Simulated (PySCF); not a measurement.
ZrH₄, SMILES [ZrH4], multiplicity 1. The structure is a stationary point at PBE-D3(BJ)/def2-TZVPD. The multiplicity is an assumed one; other spin states were not compared. The def2 effective core potentials stand for the cores of Zr; spin–orbit coupling is left out.

Calculation: PBE-D3(BJ)/def2-TZVPD in PySCF.

Harmonic wavenumbers (cm⁻¹): 525, 525, 525, 621, 621, 1646, 1646, 1646, 1702. Rotational constants (GHz): 54.82, 54.82, 54.82; symmetry number 12.

Problem. Work out the zero-point energy and the ideal-gas rigid-rotor harmonic-oscillator thermochemistry at 298.15 K and 1 atm.

Solution. ZPE = ½ Σ hcν = ½ × 9458 cm⁻¹ = 13.52 kcal/mol. H − E(el) = 16.47 kcal/mol. Entropy in cal/(mol K): translation 39.57, rotation 13.28, vibration 2.65, total 55.50. G − E(el) = -0.07 kcal/mol. Cp = 13.67 cal/(mol K).
